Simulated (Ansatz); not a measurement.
Ideal-gas functions of C$_{2}$H$_{3}$AlClFO (`FC1(Cl)[CH2][AlH][O]1`) at 298.15 K and 1 bar, from an Ansatz frequency run at PBE0-D4/def2-TZVP.

Molar mass 124.48 g/mol, point group C1 (symmetry number 1), electronic degeneracy 1, moments of inertia 119.807, 281.246, 309.846 u Å². Harmonic wavenumbers (cm⁻¹, unscaled): 54, 305, 318, 400, 416, 452, 513, 557, 607, 655, 777, 849, 900, 1021, 1106, 1146, 1183, 1419, 1992, 3120, 3184.

Use S(trans) = R[1.5 ln M + 2.5 ln T − 1.1517]; rotational temperatures θ = 24.2544 K / I; S(rot) = R[ln(√π/σ · √(T³/θAθBθC)) + 1.5]; for each mode x = 1.438777 ν̃/T, S = R[x/(eˣ − 1) − ln(1 − e⁻ˣ)] and H = RT x/(eˣ − 1); 1 cm⁻¹ = 0.0119627 kJ/mol; R = 8.31446 J/(mol·K).

Question: By hand: the entropy, in J/(mol·K).

Answer: Translation 169.0. Rotation: θ = 0.2024, 0.0862, 0.0783 K, giving 115.7. Vibration, mode by mode: 19.52, 5.81, 5.52, 4.03, 3.79, 3.30, 2.62, 2.22, 1.83, 1.52, 0.95, 0.72, 0.58, 0.36, 0.25, 0.22, 0.19, 0.07, 0.01, 0.00, 0.00, in all 53.5. Electronic 0.0. Sum 338.2 J/(mol·K).

Question: By hand: H − E and G − E in kJ/mol, counted from the electronic energy.

Answer: Zero-point energy ½ × 20974 × 0.0119627 = 125.5; thermal vibration 9.2; translation, rotation and pV give 4 RT = 9.9. H − E = 144.6 kJ/mol, and G − E = 144.6 − 298.15 × 338.2/1000 = 43.8 kJ/mol.

Vibration gives 16 % of the entropy, 19.5 J/(mol·K) of it from the mode under 150 cm⁻¹: soft modes count most, and the harmonic formula is weakest for them. The sum counts one conformer and one mirror image; others add a mixing term.
